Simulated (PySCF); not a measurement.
H₂NbN: one-bond stretch

Method: PBE0/[Nb def2-TZVP with ECP28, N def2-TZVP, H def2-TZVP], scalar-relativistic core potentials, density fitting, no spin–orbit coupling, PySCF.

Rigid scan from the singlet minimum (Nb–H 1.779 Å (×2), Nb–N 1.646 Å; H–Nb–H 112.0°, H–Nb–N 100.0° (×2)). Coordinate: the bond from Nb to the last atom (H) scaled, the rest fixed. Energies in kJ/mol from the minimum.

```
scale of one bond  E (kJ/mol)  dipole size (D)
             0.92        13.6             5.28
             0.96         3.1             5.28
             1.00         0.0             5.28
             1.05         4.0             5.29
             1.12        19.8             5.31
             1.20        46.9             5.35
             1.35       108.5             5.47
             1.55       190.9                –
             1.80       277.4                –
             2.20       372.2                –
```

At long bonds a restricted determinant can lie too high, and another spin state can fall below this curve.
